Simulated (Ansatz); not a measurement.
```yaml
crystal:
  periodic: [false, false, false]
  atoms:
    - {symbol: Ru, position_ang: [0.000067, 0.000322, 0.000009]}
    - {symbol: P, position_ang: [-1.701585, 0.633344, 1.720715]}
    - {symbol: P, position_ang: [-1.140878, -1.427997, 1.707527]}
    - {symbol: P, position_ang: [0.993520, -1.532258, 1.709412]}
    - {symbol: P, position_ang: [1.751896, 0.464651, 1.724248]}
    - {symbol: P, position_ang: [0.086316, 1.802767, 1.733008]}
    - {symbol: P, position_ang: [0.974839, -1.523453, -1.727834]}
    - {symbol: P, position_ang: [-1.157970, -1.385990, -1.731000]}
    - {symbol: P, position_ang: [-1.688140, 0.683184, -1.714189]}
    - {symbol: P, position_ang: [0.118145, 1.824137, -1.709250]}
    - {symbol: P, position_ang: [1.763779, 0.461283, -1.712656]}
basis:
  gaussian: {orbitals: def2-SVP, point_charges: [{charge: 0.50, position_ang: [6.147, -0.361, -0.699]}]}
hamiltonian: {xc: {name: wPBEh}}
output: {forces: true}
```

```sh
$ ansatz run in.yaml --threads 4 --pin off --events-out ev --progress --plain --max-ram 6963MiB
```

It prints (some lines left out):

```
Functional definition: wPBEh
1912 factors; integrals over basis functions are off by at most 1.2e-3 eV
149 factors; integrals over basis functions are off by at most 2.0e-7 eV
mean field evaluation 1: about -95405.2017 eV, gradient 7.5e1 eV
mean field evaluation 2: about -95142.1986 eV, gradient 2.7e2 eV
mean field evaluation 4: about -95413.1554 eV, gradient 3.6e1 eV
mean field evaluation 8: about -95416.9569 eV, gradient 2.5e0 eV
mean field evaluation 16: about -95417.1854 eV, gradient 1.4e-2 eV
mean field -95417.18540095 eV, -3506.5168873936 hartree, gradient 4.0e-5 eV, S^2 0.000000; 0 other end points of the search recorded, 0 dependent functions left out
reference -95417.18545254 eV, -3506.5168892896 hartree; 83, 83 occupied and 128, 128 virtual orbitals, 1912 factors
Total energy: -95417.18545254 eV, -3506.5168892896 hartree
Atom 0 at     0.000067     0.000322     0.000009 Å, force     0.162128    -0.002744    -0.016710 eV/Å
Atom 1 at    -1.701585     0.633344     1.720715 Å, force    -0.065675     0.036804     0.106128 eV/Å
Atom 2 at    -1.140878    -1.427997     1.707527 Å, force    -0.056102    -0.101257     0.081892 eV/Å
Atom 3 at     0.993520    -1.532258     1.709412 Å, force     0.033367    -0.086907     0.083027 eV/Å
Atom 4 at     1.751896     0.464651     1.724248 Å, force     0.025938     0.005413     0.092000 eV/Å
Atom 5 at     0.086316     1.802767     1.733008 Å, force     0.012211     0.140456     0.068692 eV/Å
Atom 6 at     0.974839    -1.523453    -1.727834 Å, force     0.021610    -0.092434    -0.077726 eV/Å
Atom 7 at    -1.157970    -1.385990    -1.731000 Å, force    -0.052022    -0.112855    -0.081429 eV/Å
Atom 8 at    -1.688140     0.683184    -1.714189 Å, force    -0.047371     0.036750    -0.117578 eV/Å
Atom 9 at     0.118145     1.824137    -1.709250 Å, force     0.015353     0.162919    -0.054400 eV/Å
Atom 10 at     1.763779     0.461283    -1.712656 Å, force    -0.004412     0.000127    -0.089058 eV/Å
Dipole moment:    -0.381140     0.019763     0.049414 e Å
```

Hardware: 4 threads of Intel Xeon Platinum 8175M on a shared host. Wall time 13 s, peak host memory 1.1 GiB.

In the def2 sets Ru takes a core potential; there is no spin–orbit coupling.
